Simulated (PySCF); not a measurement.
Species: C₇H₈NP.
Z-matrix (Å and degrees, GFN2-xTB geometry), rows numbered from 1:
```
C 
C   1  1.4851
P   2  1.6744  1  131.84
C   3  1.8352  2  104.34  1    -0.97
C   4  1.3948  3  119.46  2   139.35
C   5  1.3827  4  118.68  3   176.86
C   6  1.3873  5  118.75  4    -0.56
C   7  1.3869  6  118.14  5    -0.08
N   8  1.3197  7  123.42  6     0.18
H   1  1.0912  2  110.02  3  -127.75
H   1  1.0911  2  109.41  3   114.40
H   1  1.0857  2  112.01  3    -5.38
H   2  1.0861  1  114.41  3   178.51
H   5  1.0805  4  119.77  3    -3.42
H   6  1.0810  5  120.59  4   179.89
H   7  1.0791  6  121.19  5  -179.62
H   8  1.0833  7  121.20  6  -179.70
```

Computed with TDDFT B3LYP/def2-SVPD, vertical, gas phase, core orbitals frozen in the response (PySCF).

Kohn–Sham orbitals with the atoms that hold most of them (Löwdin shares over 4%, at most four atoms; ? is withheld):

```csv
orbital,ε (eV),atoms
HOMO-3,-8.03,"C4 17%, P3 17%, C8 16%, C5 14%"
HOMO-2,-7.52,"P3 25%, N9 21%, C4 11%, C2 10%"
HOMO-1,-6.76,"P3 32%, N9 31%, C4 11%, C8 6%"
HOMO,-6.55,?
LUMO,?,?
LUMO+1,-1.09,"C6 20%, C5 17%, N9 17%, C8 17%"
LUMO+2,-0.54,"P3 21%, C4 17%, C7 13%, C8 10%"
```

Question: Which atoms hold the HOMO, and with what shares?

Answer: C2 (bonded to C, P and H) 32%; P3 (bonded to 2 C) 29%; C1 (bonded to C and 3 H) 6%; C4 (bonded to C, N and P) 6%. By element: carbon 45% or more, phosphorus 29%.

Question: Which atoms hold the LUMO, and with what shares?

Answer: C2 (bonded to C, P and H) 25%; P3 (bonded to 2 C) 24%; C4 (bonded to C, N and P) 12%; C7 (bonded to 2 C and H) 8%. By element: carbon 44% or more, phosphorus 24%.

Question: What is the LUMO energy, and the HOMO–LUMO gap?

Answer: ε(LUMO) = -1.79 eV; the gap is 4.76 eV (0.1750 hartree).

Question: The HOMO–LUMO gap is 4.76 eV. Where does the response calculation put the lowest singlet, and from which orbitals?

Answer: S1 is at 3.90 eV (f = 0.0045), 0.87 eV below the gap, made of HOMO-1→LUMO (95%). Its leading pair isn't HOMO and LUMO; the energies of that pair differ by 4.98 eV. Without the coupling terms of the response equations the lowest excitation would equal the gap.

Question: Give energy, strength and leading configuration of S1, S3 and S8, and follow the Löwdin shares of the leading atoms from the occupied to the empty orbital.

Answer: 
- S1 (3.90 eV, f 0.0045), HOMO-1→LUMO (95%): P3 32% → 24%, N9 31% → at most 9%, C2 at most 7% → 25%
- S3 (4.53 eV, f 0.021), HOMO-1→LUMO+1 (76%): P3 32% → at most 17%, N9 31% → 17%, C6 at most 7% → 20%, C5 at most 7% → 17%
- S8 (5.45 eV, f 0.018), HOMO-2→LUMO+1 (72%): P3 25% → at most 17%, N9 21% → 17%, C6 at most 10% → 20%, C5 at most 10% → 17%

One conformer stands for the species.
